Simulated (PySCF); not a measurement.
**Electron correlation in Zn²⁺ (zinc, charge +2)**

[Ar] 3d9 4p1, one real determinant (an excited configuration). Calculation: PySCF 2.14, in x2c-TZVPPall (6s5p4d2f1g, 64 functions); scalar relativity by spin-free X2C-1e. Frozen: [Ne]; 18 electrons correlated.

```csv
level,correlation energy (mhartree)
CCSD,-610.89
(T),-9.04
CCSD(T),-619.93
```

Diagnostics: T1 = 0.0072, D1 = 0.0221, largest double amplitude 0.029.

The real determinant used has ⟨L²⟩ near 8 against 12 for a pure F term, so it mixes terms.

Cost of the coupled-cluster step: roughly 16 core-seconds, for 18 correlated electrons.

The reference is one real determinant that mixes LS terms of this configuration.

This basis was not built for core-valence correlation, so the inner-shell part is incomplete.
